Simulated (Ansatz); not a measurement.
Mulliken charges of CH$_{5}$BFIn (`[BH2][InH][CH2]F`) from PBE/def2-TZVPP in Ansatz (PBE0-D4/def2-TZVP geometry).

```tsv
atom	x (Å)	y (Å)	z (Å)	charge (e)
B1	-1.325	0.205	-1.735	-0.197
In2	-0.417	0.657	0.251	0.428
C3	1.205	-0.530	1.114	-0.166
F4	1.592	-1.582	0.286	-0.213
H5	-2.262	-0.531	-1.846	0.041
H6	-0.897	0.681	-2.746	0.041
H7	-0.881	1.958	1.302	-0.128
H8	0.901	-0.954	2.078	0.098
H9	2.085	0.097	1.296	0.098
```

Q: By hand: the dipole of these point charges (1 e Å = 4.8032 D).

A: Σ q r = (-0.181, 0.337, 0.179) e Å, of length 0.422 e Å = 2.03 D.

Q: How does the dipole of the full density compare? (Estimate.)

A: The calculation gave: (-0.090, 0.168, 0.089) e Å, 1.01 D; the point charges give 2.01 times that, at 0° from its direction.

Point charges leave out the atoms' own dipoles, such as those of lone pairs, and Mulliken's split depends on the basis, so the two needn't agree.
